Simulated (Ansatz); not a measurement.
Calculated with Ansatz (gas phase, PBE0-D4/def2-TZVP geometries, no zero-point term in ΔE). CBS: MP2 limit from def2 TZ/QZ plus the TZ coupled-cluster correction, frozen cores. DFT in def2-TZVPP. B3LYP here is the variant with VWN-RPA as its local correlation; programs differ in this. HSE06 is defined as in plane-wave codes. Elements past krypton have def2 core potentials. For Cd outer-core shells are correlated without core-valence functions, which leaves a few kJ/mol of doubt a bond. Each species was taken in one conformer, which may not be the lowest.

`C[O][Cd][Cl]` + `COB(Cl)Cl` → `[Cl][Cd][Cl]` + `COB(Cl)OC`  (redistribution)

`C[O][Cd][Cl]`:

Cartesian coordinates in Å:
```
C -0.650 -0.869 0.441
O -0.691 0.500 0.143
Cd 0.833 1.454 -0.643
Cl 2.498 2.694 -1.547
H -0.486 -1.500 -0.444
H 0.117 -1.128 1.184
H -1.621 -1.151 0.865
```

`COB(Cl)Cl`:

Z-matrix (Å, degrees):
```
C
O 1 1.417
H 1 1.091 2 108.7
H 1 1.090 2 107.8 3 118.2
H 1 1.091 2 111.7 3 -121.0
B 2 1.331 1 126.0 3 108.4
Cl 6 1.763 2 123.2 1 0.6
Cl 6 1.752 2 118.1 1 -179.4
```

`[Cl][Cd][Cl]`:

```xyz
3

Cl    1.007    0.787   -1.869
Cd    0.000    0.000    0.000
Cl   -1.007   -0.786    1.869
```

`COB(Cl)OC`:

Z-matrix (Å, degrees):
```
C
O 1 1.414
H 1 1.089 2 107.3
H 1 1.092 2 111.0 3 -119.4
H 1 1.092 2 111.0 3 119.5
B 2 1.350 1 123.5 3 -179.5
O 6 1.346 2 121.0 1 -180.0
Cl 6 1.773 2 121.7 1 0.0
C 7 1.417 6 120.1 2 0.0
H 9 1.092 7 111.0 6 -59.9
H 9 1.089 7 107.3 6 -179.4
H 9 1.092 7 111.0 6 61.1
```

```tsv
level	ΔE (kcal/mol)	difference from CCSD(T)/CBS
LDA (SPW92)	-38.7	3.2
PBE-D4	-36.8	5.1
revPBE-D4	-36.2	5.7
BLYP-D4	-37.2	4.7
r2SCAN-D4	-40.0	1.9
B97M-V	-40.8	1.1
B3LYP-D4	-40.8	1.1
r2SCANh-D4	-41.3	0.6
r2SCAN0-D4	-43.2	-1.3
HSE06-D4	-41.1	0.8
BHLYP-D4	-45.3	-3.4
CAM-B3LYP-D4	-42.5	-0.6
ωB97X-V	-41.8	0.1
ωB97M-V	-42.5	-0.6
B2PLYP	-40.5	1.4
PBE-QIDH	-42.2	-0.3
PBE	-36.8	5.1
revPBE	-36.0	5.9
BLYP	-37.2	4.7
r2SCAN	-39.9	2.0
PBE0	-41.0	0.9
B3LYP	-40.8	1.1
r2SCANh	-41.3	0.6
r2SCAN0	-43.1	-1.2
HSE06	-41.0	0.9
BHLYP	-45.4	-3.5
LC-ωPBE	-41.4	0.5
RPA@PBE/def2-TZVPP	-38.5	3.4
HF/def2-SVP	-51.0	-9.1
MP2/def2-SVP	-41.2	0.7
CCSD/def2-SVP	-42.7	-0.8
CCSD(T)/def2-SVP	-41.7	0.2
CCSD/def2-TZVPP	-42.3	-0.4
CCSD(T)/def2-TZVPP	-40.7	1.2
HF/def2-QZVPP	-50.4	-8.5
MP2/def2-QZVPP	-40.4	1.5
SCS-MP2/def2-QZVPP	-41.0	0.9
HF/CBS(def2)	-50.4	-8.5
MP2/CBS(def2)	-40.9	1.0
CCSD/CBS(def2)	-43.5	-1.6
CCSD(T)/CBS	-41.9	0
```

Largest T1 diagnostic among the species: 0.016.

In def2-TZVPP, CCSD(T) changes the Hartree–Fock value by +9.8 kcal/mol (the triples alone add +1.6 kcal/mol) and MP2 by +10.8 kcal/mol. Leaving LDA and LC-ωPBE aside and taking each functional with its dispersion term where it has one, the values spread over 9.2 kcal/mol, from BHLYP-D4 to revPBE-D4. LDA lies −1.9 kcal/mol from PBE without D4. From BLYP to BHLYP (50 % exact exchange), in def2-TZVPP and without D4, ΔE moves by −8.2 kcal/mol.
